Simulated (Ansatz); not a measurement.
Computed with r2SCAN-D4/def2-SVP (Ansatz, a quantum-chemistry and plane-wave program). No frequencies were computed at this level.

Ansatz 0.2 input:
```yaml
crystal:
  periodic: [false, false, false]
  atoms:
    - { symbol: W, position_ang: [-0.000012, 0.000005, -0.000012] }
    - { symbol: F, position_ang: [-1.644196, 0.474679, 0.668481] }
    - { symbol: F, position_ang: [-0.408378, 0.824733, -1.590168] }
    - { symbol: F, position_ang: [0.408382, -0.824719, 1.59014] }
    - { symbol: F, position_ang: [0.710882, 1.571642, 0.632528] }
    - { symbol: F, position_ang: [-0.710874, -1.571659, -0.63252] }
    - { symbol: F, position_ang: [1.644191, -0.474678, -0.668455] }
basis:
  gaussian: { orbitals: def2-svp }
hamiltonian:
  xc: r2scan
  dispersion: d4
relax:
  max_steps: 150
```

Output:

```
Functional definition: r2SCAN
1195 factors; their error is unknown
mean field evaluation 1: about -18103.9688 eV, gradient 8.6e1 eV
mean field evaluation 2: about -17983.2759 eV, gradient 2.8e2 eV
mean field evaluation 4: about -18116.5839 eV, gradient 6.0e0 eV
mean field evaluation 8: about -18116.5976 eV, gradient 1.6e-1 eV
mean field -18116.59765323 eV, -665.7726838852 hartree, gradient 8.2e-5 eV, S^2 0.000000; 0 other end points of the search recorded, 0 dependent functions left out
reference -18116.59768019 eV, -665.7726848760 hartree; 34, 34 occupied and 82, 82 virtual orbitals, 1195 factors
relax step   1: F+E_penalty+E_count = -18116.63386349 eV  Δ(F+E_penalty+E_count) = +0.000e0 eV  max|allowed force component| = 4.150e-1 eV/Å  Δτ_max = 0.0000 Å  (26 SCF iters, accepted)
these checks for a lower state are left out or cut short: starts, cluster_reference, orbital_swaps, neighbouring_geometries, increment
1195 factors; their error is unknown
mean field evaluation 16: about -18116.6626 eV, gradient 2.2e1 eV
mean field -18116.61307219 eV, -665.7732505216 hartree, gradient 7.2e-6 eV, S^2 0.000000; 0 other end points of the search recorded, 0 dependent functions left out
reference -18116.61309920 eV, -665.7732515143 hartree; 34, 34 occupied and 82, 82 virtual orbitals, 1195 factors
relax step   2: F+E_penalty+E_count = -18116.64919231 eV  Δ(F+E_penalty+E_count) = -1.533e-2 eV  max|allowed force component| = 1.416e-2 eV/Å  Δτ_max = 0.0115 Å  (28 SCF iters, accepted)
these checks for a lower state are left out or cut short: starts, cluster_reference, orbital_swaps, neighbouring_geometries, increment
1195 factors; their error is unknown
mean field -18116.61308771 eV, -665.7732510921 hartree, gradient 1.2e-5 eV, S^2 0.000000; 0 other end points of the search recorded, 0 dependent functions left out
reference -18116.61311473 eV, -665.7732520847 hartree; 34, 34 occupied and 82, 82 virtual orbitals, 1195 factors
relax step   3: F+E_penalty+E_count = -18116.64921088 eV  Δ(F+E_penalty+E_count) = -1.857e-5 eV  max|allowed force component| = 1.242e-4 eV/Å  Δτ_max = 0.0004 Å  (30 SCF iters, accepted)
1195 factors; their error is unknown
mean field evaluation 32: about -18103.5876 eV, gradient 8.7e1 eV
mean field -18116.61308771 eV, -665.7732510921 hartree, gradient 1.2e-5 eV, S^2 0.000000; 1 other end points of the search recorded, 0 dependent functions left out
reference -18116.61311473 eV, -665.7732520847 hartree; 34, 34 occupied and 82, 82 virtual orbitals, 1195 factors
Total energy: -18116.64923789 eV, -665.7745795867 hartree
Atom 0 at    -0.000002     0.000001    -0.000002 Å, force     0.000036    -0.000014     0.000035 eV/Å
Atom 1 at    -1.654175     0.477556     0.672516 Å, force     0.000114    -0.000034    -0.000064 eV/Å
Atom 2 at    -0.410872     0.829720    -1.599809 Å, force     0.000018    -0.000065     0.000115 eV/Å
Atom 3 at     0.410871    -0.829718     1.599803 Å, force    -0.000030     0.000066    -0.000116 eV/Å
Atom 4 at     0.715204     1.581182     0.636374 Å, force    -0.000053    -0.000112    -0.000047 eV/Å
Atom 5 at    -0.715204    -1.581183    -0.636375 Å, force     0.000039     0.000121     0.000034 eV/Å
Atom 6 at     1.654174    -0.477555    -0.672513 Å, force    -0.000124     0.000038     0.000044 eV/Å
Dipole moment:    -0.000004     0.000002    -0.000004 e Å
```

Cost: roughly 25 core-seconds.
